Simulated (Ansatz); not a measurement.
Reactions of C2H5NS, SMILES `C=NCS`.

Program: Ansatz. Geometries: PBE0-D4/def2-TZVP. ΔE: electronic, gas phase. CBS: MP2 limit from def2 TZ/QZ plus the TZ coupled-cluster correction, frozen cores. This one scheme is used for every species. DFT in def2-TZVPP. Elements past krypton have def2 core potentials. For Te outer-core shells are correlated without core-valence functions, which leaves a few kJ/mol of doubt a bond. Each species was taken in one conformer, which may not be the lowest.

```
                                        reaction  HF/CBS(def2) (kJ/mol)  PBE-D4 (kJ/mol)  CCSD(T)/CBS(def2) (kJ/mol)
                   `C=NCS` + H₂O → `C=NCO` + H₂S                      5               22                          25
               `C=NCS` + CH₃NH₂ → `CNCS` + `C=N`                     11               15                          12
              `C=NCS` + H₂Te → `C=NC[TeH]` + H₂S                      0              -23                         -22
`C=NCS` + `F[SiH](F)F` → `F[Si](F)(F)CS` + `C=N`                    -44              -45                         -48
```

Largest T1 diagnostic: 0.012, for `C=NC[TeH]`.
